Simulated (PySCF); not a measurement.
H2SeZn (SMILES [ZnH][SeH]), singlet, at a GFN2-xTB geometry (such geometries of metal compounds can be far from the true shape).

Here is a job for PySCF.
```python
from pyscf import gto, scf, dft, tdscf

mol = gto.M(
    atom='''
Zn   -0.69605658   -0.59596719   -0.77338730
H    -1.56166239   -0.70161800   -1.98175161
Se    0.62917515    0.55793418    0.69161305
H     1.05140463   -0.38912867    1.66852678
''',
    basis='6-31g',
    verbose=3,
)

mf = dft.RKS(mol)
mf.xc = 'pbe0'
mf.kernel()
td = mf.TDDFT()
td.nstates = 5
td.kernel()
td.analyze()
```

Q: Give the total energy at the level PBE0/6-31G, TDDFT in PySCF.

A: -4180.9062 Eh

Q: What is the computed excitation energies found (PBE0/6-31G, TDDFT)?

A: 4.26, 5.29, 5.64, 5.92, 6.22 eV

Q: Estimate the number of basis functions that PBE0/6-31G, TDDFT returns for this input.

A: 58

Q: What is the computed HOMO-LUMO gap (PBE0/6-31G, TDDFT)?

A: 5.54 eV

Q: What is the computed dipole moment (PBE0/6-31G, TDDFT)?

A: 2.43 D

Q: Roughly what does it cost on one core?

A: around 40 core-seconds (rough).
